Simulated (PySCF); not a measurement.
Compound: SnEt(NHEt)3, C8H23N3Sn.
Bonds: Sn1–C2, Sn1–N9, Sn1–N18, Sn1–N27, C2–C3, N9–C10, C10–C11, N18–C19, C19–C20, N27–C28, C28–C29. Hydrogens: H4, H5 on C2; H6, H7, H8 on C3; H12 on N9; H13, H14 on C10; H15, H16, H17 on C11; H21 on N18; H22, H23 on C19; H24, H25, H26 on C20; H30 on N27; H31, H32 on C28; H33, H34, H35 on C29.

Computed by this run: PBE0-D3(BJ)/def2-SVP geometry optimisation, gas phase, def2 core potentials past Kr (PySCF 2.14.0); density fitting, grid level 1; the optimiser is geomeTRIC in internal coordinates, started from a GFN2-xTB structure with every atom displaced at random (about 0.03 Å).

Step 0: E = -18947.1821 eV
```
atom  x, y, z in Å  |  force x, y, z in eV/Å
Sn1     0.3534    0.1709    0.4168   -2.113   1.705   0.417
C2      0.0799    0.1636    2.6569    0.322   1.162  -0.782
C3     -1.3759   -0.0993    3.1035    4.113   0.656   2.118
H4      0.5525    1.1383    3.0321   -0.808  -0.999  -0.383
H5      0.7684   -0.6215    2.9675    0.159  -0.396   0.219
H6     -1.3609   -0.1061    4.2117   -0.353  -0.164  -0.194
H7     -1.9681    0.6801    2.7932   -2.080   1.951  -1.022
H8     -1.6308   -1.0318    2.7417   -1.230  -2.300  -0.886
N9      2.2843   -0.0548    0.0694    1.071  -0.558  -1.425
C10     2.7810    0.0007   -1.3175   -3.729   1.790   0.208
C11     2.9422    1.4179   -1.8435    1.392  -0.237  -0.086
H12     2.8996    0.5088    0.6198    0.351   0.374   0.819
H13     3.6673   -0.4864   -1.3999    3.236  -2.014  -0.159
H14     2.0442   -0.5249   -1.9693    0.316   0.063   0.230
H15     1.9995    1.9124   -1.8440   -1.125   0.807   0.169
H16     3.3368    1.4515   -2.8696   -0.034  -0.232  -0.170
H17     3.6844    2.0050   -1.2564   -0.381  -0.191   0.070
N18    -0.4133    2.0246   -0.4998    0.992  -3.085  -0.706
C19    -1.5275    1.9698   -1.4070   -0.665   0.197   0.686
C20    -2.9493    1.9047   -0.7057    4.879  -0.180   1.127
H21    -0.5848    2.7340    0.1488   -0.101   1.468   1.609
H22    -1.4673    2.8632   -2.0204   -0.285   0.851  -0.357
H23    -1.3664    1.1953   -2.1702   -0.243  -0.543   0.285
H24    -2.9444    0.9635   -0.1744   -0.325  -0.478   0.687
H25    -3.6318    1.8628   -1.4400   -3.349   0.111  -2.819
H26    -3.0468    2.7555   -0.0299   -0.275   0.113   0.137
N27    -0.5258   -1.2839   -0.7540   -0.256   2.647   0.317
C28     0.0264   -2.5606   -0.7116   -1.208  -2.566  -1.854
C29    -0.4071   -3.3925    0.4636    0.214   1.579   1.714
H30    -1.5507   -1.2320   -0.7750    0.513  -0.243   0.002
H31    -0.3623   -3.1147   -1.6383    0.582   0.343   0.658
H32     1.1088   -2.5622   -0.8383    0.443   0.241   0.162
H33    -0.0232   -2.8598    1.4058   -0.435  -0.828  -0.807
H34    -0.0268   -4.3982    0.4448    0.254  -0.865   0.042
H35    -1.5106   -3.3904    0.5385    0.158  -0.179  -0.028
```

Step 1: E = -18948.5063 eV
```
atom  x, y, z in Å  |  force x, y, z in eV/Å
Sn1     0.3432    0.2378    0.4309   -0.038   0.309   0.120
C2      0.0798    0.2090    2.5913    0.137  -0.090  -0.382
C3     -1.3681   -0.0227    3.0316    1.077   0.238   0.386
H4      0.5257    1.1471    2.9687   -0.218  -0.042   0.044
H5      0.7544   -0.5996    2.9142   -0.081  -0.045   0.145
H6     -1.4107   -0.0451    4.1333   -0.165  -0.066  -0.005
H7     -2.0091    0.7972    2.6997   -0.336   0.018  -0.193
H8     -1.7148   -0.9889    2.6581   -0.347  -0.105  -0.127
N9      2.3241   -0.0277    0.0464    0.225  -0.120  -0.449
C10     2.7922    0.0283   -1.3404   -0.672   0.425   0.325
C11     2.9774    1.4467   -1.8662    0.346  -0.071  -0.231
H12     2.9520    0.5182    0.6314   -0.085  -0.052   0.195
H13     3.7269   -0.5348   -1.4307    0.297  -0.206  -0.068
H14     2.0443   -0.4836   -1.9717    0.099  -0.087   0.009
H15     2.0294    2.0010   -1.8423   -0.058   0.056   0.104
H16     3.3567    1.4488   -2.9027   -0.070  -0.053  -0.020
H17     3.7307    1.9956   -1.2734   -0.121  -0.001   0.086
N18    -0.3650    1.9808   -0.4182   -0.155  -0.403   0.035
C19    -1.4888    1.9043   -1.3256   -0.311   0.489  -0.243
C20    -2.8774    1.7678   -0.6664    1.213  -0.353  -0.316
H21    -0.5190    2.7073    0.2753    0.057   0.130   0.036
H22    -1.4912    2.8158   -1.9569   -0.083   0.058   0.048
H23    -1.3258    1.0950   -2.0577    0.026  -0.165   0.220
H24    -2.8872    0.8330   -0.0860   -0.198  -0.003   0.211
H25    -3.6542    1.7002   -1.4299   -0.372   0.152  -0.093
H26    -3.0389    2.6181    0.0064   -0.271   0.049   0.091
N27    -0.5467   -1.1831   -0.7387    0.344   0.464   0.234
C28    -0.0395   -2.5244   -0.7261   -0.502  -0.989  -0.661
C29    -0.4503   -3.3887    0.4646    0.148   0.655   0.424
H30    -1.5597   -1.1237   -0.7581   -0.048  -0.135  -0.021
H31    -0.4028   -3.0493   -1.6455    0.145   0.176   0.203
H32     1.0558   -2.5193   -0.8382    0.069   0.156   0.165
H33    -0.0784   -2.9309    1.4057   -0.006  -0.162  -0.135
H34    -0.0624   -4.4149    0.4116   -0.014  -0.077  -0.077
H35    -1.5478   -3.4119    0.5549   -0.031  -0.151  -0.062
```

Question: Estimate the geometry and energy of step 2. (The exact step hangs on the optimiser's Hessian estimate; all steps are aligned on step 1, rigid shifts and turns removed.)

Answer: E = -18948.6227 eV, largest force 0.254 eV/Å
```
atom  x, y, z in Å  |  force x, y, z in eV/Å
Sn1     0.3537    0.2448    0.4242   -0.045   0.233  -0.091
C2      0.0976    0.1834    2.5667    0.068  -0.163  -0.067
C3     -1.3439   -0.0374    3.0007    0.115   0.054   0.082
H4      0.5158    1.1186    2.9661   -0.020   0.085   0.068
H5      0.7579   -0.6298    2.9112   -0.038   0.024   0.045
H6     -1.4316   -0.0718    4.0993   -0.013  -0.008   0.002
H7     -2.0025    0.7746    2.6519   -0.034  -0.066  -0.042
H8     -1.7349   -0.9922    2.6148   -0.063   0.049  -0.034
N9      2.3273   -0.0440    0.0210    0.058   0.009  -0.161
C10     2.7746    0.0436   -1.3619   -0.026   0.066   0.143
C11     2.9954    1.4624   -1.8691    0.040  -0.006  -0.083
H12     2.9559    0.4675    0.6380   -0.030  -0.082   0.037
H13     3.7058   -0.5442   -1.4796   -0.013   0.000  -0.033
H14     2.0191   -0.4533   -1.9935    0.019  -0.045  -0.026
H15     2.0596    2.0411   -1.8073    0.021   0.004   0.018
H16     3.3517    1.4701   -2.9137   -0.044  -0.012   0.029
H17     3.7586    1.9796   -1.2638   -0.014   0.012   0.027
N18    -0.3707    1.9900   -0.4102   -0.067  -0.101   0.152
C19    -1.4900    1.9312   -1.3266   -0.010   0.052  -0.114
C20    -2.8567    1.7514   -0.6760    0.082  -0.140  -0.073
H21    -0.5082    2.7243    0.2845    0.061  -0.018  -0.075
H22    -1.5124    2.8476   -1.9531    0.018  -0.044   0.079
H23    -1.3112    1.1040   -2.0335    0.012  -0.023   0.011
H24    -2.8889    0.8215   -0.0802   -0.006   0.038   0.007
H25    -3.6583    1.6888   -1.4306   -0.027   0.077   0.049
H26    -3.0753    2.5879    0.0057   -0.081   0.023   0.015
N27    -0.5286   -1.1796   -0.7401    0.055   0.112  -0.015
C28    -0.0494   -2.5407   -0.7178    0.048  -0.170   0.096
C29    -0.4593   -3.3512    0.5086   -0.016   0.074  -0.044
H30    -1.5427   -1.1309   -0.7654   -0.047   0.007  -0.010
H31    -0.3909   -3.0705   -1.6269   -0.035   0.020  -0.024
H32     1.0512   -2.5222   -0.7911    0.012   0.016   0.037
H33    -0.0868   -2.8844    1.4347    0.064   0.017   0.008
H34    -0.0696   -4.3806    0.4695   -0.035  -0.026  -0.001
H35    -1.5576   -3.3961    0.5925   -0.009  -0.067  -0.013
```

The energy changes by -0.1164 eV. The first-order estimate −F·Δx gives -0.2011 eV and the mean of the old and new forces, exact on a quadratic surface, -0.1155 eV. The step makes an angle of 73° with the force vector and moves no atom by more than 0.068 Å.

The cost below is that of the whole optimisation. Hardware: 2 threads of an Intel Xeon 6975P-C, no GPU, on a shared host. Cost: 4.8 min wall, 11 min CPU, 2.6 GiB resident at most.
